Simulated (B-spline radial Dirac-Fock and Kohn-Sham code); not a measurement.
These are calculated numbers from a radial finite-basis atomic code; the model is Dirac-Fock energy differences between relaxed states, corrected for Breit and QED terms. Free neutral atoms.

**Question.** Order these X-ray lines by photon energy, lowest first.
A. Ce Lγ4
B. Fe Kα2
C. Nd Lβ4
D. Pm Lβ6
E. Xe Lγ3
F. Eu Lβ7

**Answer.** E (5302.1 eV), C (5727.4 eV), D (6118.8 eV), B (6389.6 eV), A (6538.1 eV), F (6928.1 eV).
